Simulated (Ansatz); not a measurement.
A nudged elastic band was laid between two geometries of CH3BF2 + H4OSi (13 atoms, charge 0, multiplicity 1).

Theory: RHF/def2-SVP in Ansatz.

```yaml
movable_images: 9
climbing_image: yes
spring: 5.0 eV/Å²
optimiser: quadratic models (default)
start_path: through a guess of the saddle point
force_threshold: 0.03 eV/Å
iteration_limit: 58
end_points: relaxed
```

Initial state:

```xyz
13
Properties=species:S:1:pos:R:3
B 0.010 0.233 0.367
C 0.074 0.550 1.903
H -0.839 0.251 2.419
H 0.934 0.073 2.374
H 0.190 1.630 2.035
F 1.100 0.170 -0.368
F -1.131 0.238 -0.296
O -0.172 -2.246 0.605
Si -0.961 -3.173 -0.537
H -0.377 -4.534 -0.551
H -2.399 -3.284 -0.213
H -0.770 -2.515 -1.838
H -0.042 -2.603 1.470
```

Final state:

```xyz
13
Properties=species:S:1:pos:R:3
B 0.323 -0.589 -0.779
C -0.097 0.060 2.750
H -0.688 -0.037 3.662
H 0.797 0.649 2.954
H -0.694 0.558 1.985
F 1.502 -0.043 -0.634
F -0.690 0.217 -1.017
O 0.160 -1.905 -0.695
Si -1.047 -3.049 -0.795
H -0.442 -4.348 -0.457
H -2.121 -2.717 0.162
H -1.581 -3.074 -2.171
H 0.195 -0.932 2.405
```

**Question.** What changes between the two ends?

**Answer.** Bonds broken: B1–C2, O8–H13. Bonds formed: B1–O8, C2–H13. CH3BF2 + H4OSi becomes BF2H3OSi + CH4.

**Question.** Give the energies along the band, and the barrier.

**Answer.** It converged. The highest image is number 3 of 0 to 10, 191.4 kJ/mol above the first end and 322.8 kJ/mol above the last; the last end lies 131.5 kJ/mol below the first. Neighbouring images differ by up to 1.9 eV, so the band resolves the path poorly. A vibrational analysis at the climbing image gives one clearly imaginary mode, 1923i cm⁻¹: a first-order saddle point. The orbitals stay closed-shell, which can raise the energy where a bond breaks towards radicals; this wasn't checked here.

| image | path coordinate (Å) | energy (kJ/mol) | B1–C2 (Å) | O8–H13 (Å) | B1–O8 (Å) |
| --- | --- | --- | --- | --- | --- |
| 0 | 0.00 | 0.0 | 1.57 | 0.95 | 2.50 |
| 1 | 0.76 | 3.6 | 1.57 | 0.94 | 2.22 |
| 2 | 1.52 | 35.7 | 1.61 | 0.95 | 1.74 |
| 3 | 2.28 | 191.4 | 1.79 | 1.19 | 1.52 |
| 4 | 2.88 | 10.5 | 2.21 | 1.69 | 1.37 |
| 5 | 3.47 | -85.5 | 2.64 | 2.05 | 1.33 |
| 6 | 4.06 | -119.2 | 2.98 | 2.44 | 1.33 |
| 7 | 4.65 | -129.2 | 3.32 | 2.83 | 1.33 |
| 8 | 5.24 | -130.8 | 3.62 | 3.10 | 1.33 |
| 9 | 5.83 | -131.2 | 3.64 | 3.20 | 1.33 |
| 10 | 6.42 | -131.5 | 3.61 | 3.25 | 1.33 |

**Question.** What is the geometry of the highest image?

**Answer.** 
```xyz
13
Properties=species:S:1:pos:R:3
B -0.005 -0.296 0.219
C 0.048 0.033 1.980
H -0.750 -0.259 2.668
H 1.019 -0.082 2.460
H -0.107 1.094 1.783
F 1.130 0.139 -0.336
F -1.144 0.200 -0.303
O -0.074 -1.815 0.312
Si -0.933 -2.999 -0.523
H -0.362 -4.300 -0.131
H -2.356 -2.937 -0.138
H -0.769 -2.761 -1.967
H -0.077 -1.226 1.346
```

The run took 8.6 min on 2 threads of Arm Neoverse V2 (shared host), peak memory 0.27 GiB.
